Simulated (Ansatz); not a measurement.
Reaction (ligand exchange at the Si–F bond): `CO[SiH](F)[SiH3]` + HCl → `CO[SiH]([SiH3])Cl` + H–F

Isolated molecules relaxed with PBE0-D4/def2-TZVP in Ansatz; ΔE leaves out vibrations. CBS: MP2 limit from def2 TZ/QZ plus the TZ coupled-cluster correction, frozen cores. This one scheme is used for every species. Functionals use def2-TZVPP. B3LYP here is the variant with VWN-RPA as its local correlation; programs differ in this. One conformer a species, not always the lowest.

Is it downhill or uphill in electronic energy at CCSD(T)/CBS, and by how much? (An estimate is asked.)

The calculation gave: Uphill: ΔE = +35.1 kJ/mol.

What do these levels give: revPBE-D4, r2SCAN-D4, B3LYP-D4, r2SCAN0-D4, HF/def2-SVP, MP2/def2-TZVPP? (Best estimate.)

Ansatz gave: revPBE-D4 26.8, r2SCAN-D4 38.4, B3LYP-D4 39.5, r2SCAN0-D4 36.2, HF/def2-SVP 42.9, MP2/def2-TZVPP 33.0 kJ/mol.

Largest T1 diagnostic among the species: 0.012.

At CCSD(T), def2-SVP lies +4.7 kJ/mol from the extrapolated value and def2-TZVPP +4.6 kJ/mol. In def2-TZVPP, CCSD(T) changes the Hartree–Fock value by −12.3 kJ/mol (the triples alone add −2.8 kJ/mol) and MP2 by −19.0 kJ/mol. The D4 term adds −7.8 kJ/mol with B3LYP and −4.3 kJ/mol with PBE0; it sums over pairs of atoms, weighted by their polarisabilities, and B3LYP, whose exchange is more repulsive, gets the larger term.
